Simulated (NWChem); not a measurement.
**Basis-set dependence for H4ClFOSi2**

SMILES: [Si@@H](Cl)(O[SiH3])F
```xyz
9

F      1.1389     1.0627     1.4175
Si     0.5975    -0.2924     0.7351
Cl     1.6056    -0.5161    -1.0354
O     -0.9972    -0.1550     0.4546
Si    -2.2195     0.3271    -0.5791
H      0.8756    -1.4204     1.6386
H     -2.1993     1.8105    -0.7243
H     -3.5088    -0.1112     0.0204
H     -2.0279    -0.3142    -1.9112
```
Charge 0, spin multiplicity 1.

Everything below was run with NWChem. All single points use one geometry, from PBE0/def2-SVP, a minimum by its harmonic frequencies. It is one conformer; others weren't searched.

Hartree-Fock energies in Ha, correlation energies in mHa.

The correlated methods keep 17 core orbitals frozen. The structure started from a generated list of species. No row is a measurement; the coupled-cluster row has its own basis-set and correlation limits.

| basis | functions | RHF | MP2 | SCS-MP2 | CCSD | CCSD+T(CCSD) | CCSD(T) |
|---|---|---|---|---|---|---|---|
| 3-21G | 65 | -1207.96470 | -381.1 | -379.1 | -408.8 | -417.7 | -416.6 |
| cc-pVDZ | 102 | -1214.19978 | -695.0 | -684.2 | -739.7 | -755.7 | -754.5 |

From 3-21G to cc-pVDZ the Hartree-Fock energy moves by -6235.1 mHa and the MP2 correlation energy by -313.9 mHa, which is 45 % of its value in the larger set.
